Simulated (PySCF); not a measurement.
`C=C(Cl)/C(Cl)=C/C`. Computed with PySCF 2.14.0, PBE0-D3(BJ)/def2-SVP geometry optimisation, gas phase.

```
atom  x, y, z in Å
C1    -2.9423   -0.3725   -0.2247
C2    -1.8154    0.2727   -0.5459
Cl3   -1.9166    1.6544   -1.6047
C4    -0.4602   -0.0709   -0.0869
Cl5   -0.3846   -1.4537    0.9733
C6     0.6626    0.5857   -0.4211
C7     2.0478    0.2764    0.0142
H8    -2.9055   -1.2387    0.4354
H9    -3.9037   -0.0407   -0.6169
H10    0.5228    1.4393   -1.0896
H11    2.0854   -0.5825    0.6959
H12    2.6859    0.0608   -0.8590
H13    2.4962    1.1482    0.5186
```

(1) How far are the heavy atoms from their best plane (unweighted least squares)?

(2) Which two atoms are farthest apart?

(3) Work out the bond lengths C1=C2, C1–H8, C1–H9, C2–C4, C6–C7, C7–H11, C7–H12, C7–H13 in pm.

(4) What are the angles C2–C1–H8, C1–C2–C4, C1–C2–Cl3, C2–C4–C6, C4–C6–H10, H12–C7–H13?

(5) What is the repulsion energy of the bare nuclei, Σ ZA·ZB/RAB?

(6) Where is the centre of mass (commonest isotopes), and what is the radius of gyration?

(7) Write the matrix of distances between heavy atoms (Å, lower triangle).

## Answers

(1) 0.001 Å rms; none is more than 0.002 Å off.

(2) H9···H13, 6.61 Å; the next longest distance is 6.59 Å.

(3) For C1=C2 the difference vector is (1.1269, 0.6452, -0.3212) Å, of length 1.3377 Å. C1=C2 133.8; C1–H8 109.0; C1–H9 109.0; C2–C4 147.1; C6–C7 148.5; C7–H11 109.7; C7–H12 110.3; C7–H13 110.3 pm.

(4) From the scalar product of the two bond vectors; for C2–C1–H8 it is -0.7294 Å² over 1.3377 × 1.0897 Å², cos θ = -0.5004. C2–C1–H8 120.0°; C1–C2–C4 126.0°; C1–C2–Cl3 118.6°; C2–C4–C6 125.3°; C4–C6–H10 115.3°; H12–C7–H13 106.4°.

(5) 407.91 Eh over 78 pairs, with full nuclear charges and distances in bohr; the largest single term is 35.41 Eh (Cl3 with Cl5).

(6) Mass 135.985 u; centre at (-0.806, 0.118, -0.281) Å; Rg = √(Σ m r²/M) = 2.086 Å. As Ia + Ib + Ic = 2 Σ m r², the three principal moments sum to 1183.5 u·Å².

(7) 
```
C1    0.000
C2    1.338  0.000
Cl3   2.658  1.744  0.000
C4    2.504  1.471  2.721  0.000
Cl5   3.024  2.708  4.319  1.744  0.000
C6    3.735  2.501  3.032  1.343  2.683  0.000
C7    5.038  3.904  4.498  2.534  3.135  1.485  0.000
```

The point group is Cs within 0.08 Å; differences among equivalent distances and angles are scatter left by the optimiser. No PBE0-D3(BJ)/def2-SVP frequencies stand behind this structure, so it isn't proved a minimum. The numbers are those of one conformer.
